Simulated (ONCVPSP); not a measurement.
# Before and after: ONCV potential for silicon (Si)

- Element: Si (Z = 14)
- Generator: ONCVPSP 4.0.1
- Type: optimised norm-conserving Vanderbilt (ONCV)
- Functional: PBE
- Relativity: scalar-relativistic
- Frozen core: [He]
- Valence charge: 12
- Reference configuration: 2s2 2p6 3s2 3p1 (charge +1)
- Partial waves: 2s+3s: rc 1.10 bohr, ncon 5, nbas 9, qcut 9.4 1/bohr, 2 projectors; 2p+3p: rc 0.80 bohr, ncon 3, nbas 7, qcut 18.6 1/bohr, 2 projectors
- Local potential: polynomial inside 0.70 bohr (lpopt 4, dvloc0 3 Ha)
- Core correction: Teter function, fcfact 3, rcfact 1.25

Change: s: qcut 6.6; p: qcut 13.

Cutoffs: the cutoffs (Ha) at which the residual kinetic energy of the hardest occupied pseudo-wave falls to 1 and 0.1 mHa per electron; they do not see the model core or the augmentation charge, which bear on the density cutoff. Errors are all-electron minus pseudo energies relative to the spin-unpolarised reference configuration.

**Question.** How do hardness, ghosts and transferability respond?

**Answer.** The potential gets neither clearly harder nor softer (125 Ha and 142 Ha → 89 Ha and 287 Ha); the p channel sets the loose cutoff, while the largest relative change is in s, which becomes harder; of the 4 tests that both files solve, the error grows in 1 and shrinks in 2 by more than 15 % and 0.3 meV (median size 0.7 → 0.6 meV); neither file shows a bound ghost.

```tsv
quantity	base	changed
cutoff, loose	125 Ha	89 Ha
cutoff, tight	142 Ha	287 Ha
loose cutoff by channel	s 32 Ha, p 125 Ha	s 81 Ha, p 89 Ha
bound ghosts	none	none
GHOST(+) flags under 300 eV	none	none
error for 2s2 2p6 3s2 3p2, meV [ΔE -7.74 eV]	+0.2	+0.3
error for 2s2 2p6 3s2 3p0, meV [ΔE 15.99 eV]	+0.7	+1.1
error for 2s2 2p6 3s1 3p0, meV [ΔE 49.96 eV]	-1.6	-1.0
error for 2s2 2p6 3s0 3p4, meV [ΔE 6.04 eV]	+0.7	-0.1
s: phases at 1.12 bohr within 0.05 rad from the reference energy up to (Ha; the scan ends near 5)	to the end of the scan	to the end of the scan
p: phases at 0.81 bohr within 0.05 rad from the reference energy up to (Ha; the scan ends near 5)	to the end of the scan	to the end of the scan
rms error of d²Exc/dni dnj with the model core, mHa	1.96	1.63
```
